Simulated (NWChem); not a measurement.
Species: Si2NH5F2; SMILES F[SiH](F)N[SiH3]

Computed with NWChem. Pople sets run with spherical d functions. All runs use the structure optimised with B3LYP/6-31G* (spherical d). Level: B3LYP/6-31G* with SMD, gas-phase geometry; reactions with the solvents are ignored. One conformer.

```tsv
SMD term (kcal/mol)	water	toluene
distortion of the solute's density	0.64	0.19
polarisation	-4.88	-2.53
cavity, dispersion and structure	4.29	0.27
```

Task: Sum the solvation free energies, find the transfer free energy from water to toluene and the partition coefficient at 298.15 K.

Result: 
1. ΔG(solv, water) = 0.05 kcal/mol and ΔG(solv, toluene) = -2.07 kcal/mol (1 M gas to 1 M solution).
2. Transfer: -2.07 − (0.05) = -2.12 kcal/mol.
3. log₁₀ K(toluene/water) = −ΔG/(RT ln 10) = 2.12/1.364 = 1.6, so the model puts more of the solute in toluene.
4. Of the transfer energy, 1.90 kcal/mol is electrostatic and -4.02 comes from the non-electrostatic term. The two phases are taken as the pure solvents.
